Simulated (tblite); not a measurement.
Species: C₆H₉NP₂.
SMILES with atom numbers: `[CH3:1][N:2]([CH3:3])[c:4]1[p:5][cH:6][cH:7][cH:8][p:9]1` (hydrogens: H10, H11, H12 on C1; H13, H14, H15 on C3; H16 on C6; H17 on C7; H18 on C8)

Computed geometry: GFN2-xTB, gas phase.

Some entries are withheld. Bonds in one row agree within 0.01 Å.

```json
{"coordinate": "C1–N2, N2–C3", "value": "?"}
{"coordinate": "N2–C4", "value": "?"}
{"coordinate": "C4–P5, C4–P9", "value": "?"}
{"coordinate": "P5–C6, C8–P9", "value": "1.727 Å"}
{"coordinate": "C6–C7, C7–C8", "value": "?"}
{"coordinate": "C1–H10 and 3 like bonds", "value": "1.092 Å"}
{"coordinate": "C1–H11, C3–H15", "value": "1.096 Å"}
{"coordinate": "C6–H16, C8–H18", "value": "1.085 Å"}
{"coordinate": "C7–H17", "value": "1.084 Å"}
{"coordinate": "C1–N2–C3", "value": "120.2°"}
{"coordinate": "C1–N2–C4", "value": "?"}
{"coordinate": "N2–C4–P5", "value": "116.1°"}
{"coordinate": "P5–C4–P9", "value": "?"}
{"coordinate": "C4–P5–C6", "value": "?"}
{"coordinate": "P5–C6–C7", "value": "129.4°"}
{"coordinate": "C6–C7–C8", "value": "125.4°"}
```

Task: Estimate the withheld lengths and angles.

Result: 
- C1–N2, N2–C3 = 1.437 Å, drawn single (N-methyl carbon to aniline-type nitrogen); 0.03 Å below the sum of covalent radii, 1.47 Å.
- N2–C4 = 1.360 Å, drawn single (aniline-type nitrogen to aromatic carbon bearing nitrogen); 0.08 Å below the sum of covalent radii, 1.44 Å.
- C4–P5, C4–P9 = 1.770 Å, aromatic (ends: aromatic carbon bearing nitrogen; phosphorus bonded to 2 C); 0.03 Å below the sum of covalent radii, 1.80 Å.
- C6–C7, C7–C8 = 1.380 Å, aromatic (both ends aromatic CH carbon); 0.08 Å below the sum of covalent radii, 1.46 Å.
- C1–N2–C4 = 119.9°, at the aniline-type nitrogen; the outer atoms are 2.421 Å apart.
- P5–C4–P9 = 127.8°, at the aromatic carbon bearing nitrogen, inside a 6-membered ring; the outer atoms are 3.180 Å apart.
- C4–P5–C6 = 104.0°, at the phosphorus bonded to 2 C, inside a 6-membered ring; the outer atoms are 2.755 Å apart.

Radii are Cordero's, carbon taken as 0.76, 0.73 or 0.69 Å for four, three, and two or fewer neighbours.

Its GFN2-xTB frequencies are all real (lowest 65 cm⁻¹).

The run took 1.2 s on an Arm Neoverse V2 with one thread, shared host with 192 logical CPUs at a one-minute load of 64. This is the geometry optimisation.

Conformer computed: `[CH3:1][N:2]([CH3:3])[c:4]1[p:5][cH:6][cH:7][cH:8][p:9]1`: C1–N2–C4–P5 -1°.
